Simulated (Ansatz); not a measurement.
Coupled-cluster run, CH$_{7}$GaOSi.

```yaml
crystal:
  periodic: [false, false, false]
  atoms:
    - {symbol: C, position_ang: [-1.828938, 1.214328, -0.832482]}
    - {symbol: Ga, position_ang: [-1.932912, -0.526331, 0.264334]}
    - {symbol: Si, position_ang: [1.752538, -1.202978, 0.823189]}
    - {symbol: O, position_ang: [0.503591, -0.303585, 0.184890]}
    - {symbol: H, position_ang: [-1.321164, 2.010176, -0.271157]}
    - {symbol: H, position_ang: [-2.822758, 1.590679, -1.096275]}
    - {symbol: H, position_ang: [-1.281664, 1.060967, -1.772190]}
    - {symbol: H, position_ang: [2.512452, -0.399010, 1.814089]}
    - {symbol: H, position_ang: [1.105361, -2.364014, 1.467273]}
    - {symbol: H, position_ang: [2.675422, -1.636119, -0.256927]}
    - {symbol: H, position_ang: [0.703373, 0.498986, -0.304244]}
basis:
  gaussian: {orbitals: def2-TZVPP}
correlation: {method: ccsd_t}
```

```sh
$ ansatz run in.yaml --threads 4 --pin off --events-out ev --progress --plain --max-ram 10444MiB
```

Output of Ansatz, abridged:

```
Functional definition: HF
1476 factors; integrals over basis functions are off by at most 1.0e-3 eV
mean field evaluation 1: about -63372.3553 eV, gradient 4.4e1 eV
mean field evaluation 2: about -63372.5142 eV, gradient 4.5e1 eV
mean field evaluation 4: about -63377.2189 eV, gradient 4.1e0 eV
mean field evaluation 8: about -63377.3037 eV, gradient 3.4e-1 eV
mean field -63377.30469624 eV, -2329.0729889069 hartree, gradient 7.8e-6 eV, S^2 0.000000; 0 other end points of the search recorded, 0 dependent functions left out; unrestricted orbitals would lower it
16 core orbitals not correlated: weight in the atoms' cores, before any rotation towards them, 1.000 or more for the frozen orbitals, at most 0.000 for the correlated occupied ones
reference -63377.30469624 eV, -2329.0729889069 hartree; 17, 17 occupied and 217, 217 virtual orbitals, 1476 factors
second order -20.93949597 eV of doubles, -0.00000000 eV of singles
cycle   1  -21.21998582 eV  change   -2.8e-1 eV  update   1.1e-1
cycle   2  -21.89607760 eV  change   -6.8e-1 eV  update   3.7e-2
cycle   3  -22.01553322 eV  change   -1.2e-1 eV  update   1.7e-2
cycle   4  -22.00246721 eV  change    1.3e-2 eV  update   4.0e-3
cycle   5  -22.00171177 eV  change    7.6e-4 eV  update   1.6e-3
cycle   6  -22.00161441 eV  change    9.7e-5 eV  update   5.6e-4
cycle   7  -22.00134901 eV  change    2.7e-4 eV  update   2.7e-4
cycle   8  -22.00138281 eV  change   -3.4e-5 eV  update   1.2e-4
cycle   9  -22.00143439 eV  change   -5.2e-5 eV  update   4.4e-5
cycle  10  -22.00141415 eV  change    2.0e-5 eV  update   1.6e-5
perturbative correction -0.80670705 eV, -0.0296459372 hartree
Total energy: -63400.11281745 eV, -2329.9111719012 hartree
```

Hardware: 4 threads of an Arm Neoverse V1 on a shared host. Wall time 2.6 min, peak host memory 5.2 GiB.

The correlation energy is -22.808 eV, 3.5 % of it from (T); the T1 diagnostic reads 0.0124.
